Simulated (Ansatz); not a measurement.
A nudged elastic band was laid between two geometries of GeH4O + H3P (10 atoms, charge 0, multiplicity 1).

Level of theory: Ansatz, RKS r2SCANh-D4/def2-SVP.

```json
{
  "movable images": "7",
  "climbing image": "yes",
  "spring": "5.0 eV/Å²",
  "optimiser": "quadratic models (default)",
  "start path": "through a guess of the saddle point",
  "force threshold": "0.05 eV/Å",
  "iteration limit": "60",
  "end points": "relaxed"
}
```

First end point:

```xyz
10
Properties=species:S:1:pos:R:3
Ge -0.173 -0.458 -0.172
H -0.331 -0.575 1.353
O 1.556 -0.461 -0.618
H 2.023 -1.237 -0.290
H -0.690 0.882 -0.688
H -0.887 -1.633 -0.860
P 2.169 2.659 1.515
H 2.278 1.504 0.685
H 1.418 3.380 0.540
H 0.995 2.175 2.167
```

Last end point:

```xyz
10
Properties=species:S:1:pos:R:3
Ge 0.355 0.387 -0.662
H -0.121 0.042 3.478
O 1.657 -0.480 -1.519
H 2.263 -0.921 -0.915
H -0.517 0.936 -1.791
H -0.432 -0.586 0.235
P 1.125 2.145 0.649
H 2.123 1.352 1.292
H 2.020 2.605 -0.362
H -0.113 0.758 3.228
```

**Question.** What changes between the two ends?

**Answer.** Bonds broken: Ge1–H2, P7–H10. Bonds formed: Ge1–P7, H2–H10. GeH4O + H3P becomes GeH5OP + H2.

**Question.** Give the energies along the band, and the barrier.

**Answer.** The run converged. The highest image is number 4 of 0 to 8, 2.70 eV above the first end and 2.68 eV above the last; the last end lies 0.02 eV above the first. Beside the main top the profile has a ripple of under 15 meV (maxima at images 1, 4), which may be a very shallow well or noise. Neighbouring images differ by up to 2.6 eV, so the band resolves the path poorly. A vibrational analysis at the climbing image gives one clearly imaginary mode, 1448i cm⁻¹: a first-order saddle point. The orbitals stay closed-shell, which can raise the energy where a bond breaks towards radicals; this wasn't checked here.

```csv
image,path coordinate (Å),energy (eV),Ge1–H2 (Å),P7–H10 (Å),Ge1–P7 (Å)
0,0.00,0.00,1.54,1.43,4.25
1,1.66,0.03,1.54,1.43,4.53
2,3.32,0.02,1.54,1.43,4.47
3,4.98,0.15,1.54,1.43,3.88
4,6.64,2.70,1.79,1.78,2.87
5,8.17,0.16,2.72,2.58,2.35
6,9.70,0.02,3.99,3.40,2.32
7,11.23,0.02,4.38,3.21,2.32
8,12.77,0.02,4.18,3.18,2.32
```

**Question.** What is the geometry of the highest image?

**Answer.** 
```xyz
10
Properties=species:S:1:pos:R:3
Ge 0.091 0.047 0.028
H -0.850 0.655 1.427
O 1.331 0.139 -1.268
H 2.221 -0.060 -0.957
H -1.108 0.397 -0.849
H 0.284 -1.268 0.781
P 1.716 1.912 1.484
H 2.640 0.833 1.364
H 1.938 2.416 0.172
H 0.096 1.167 1.450
```

Run time: 6.3 min on 4 threads of AMD EPYC 7B13 (Zen 3), on a shared host, peak memory 0.27 GiB.
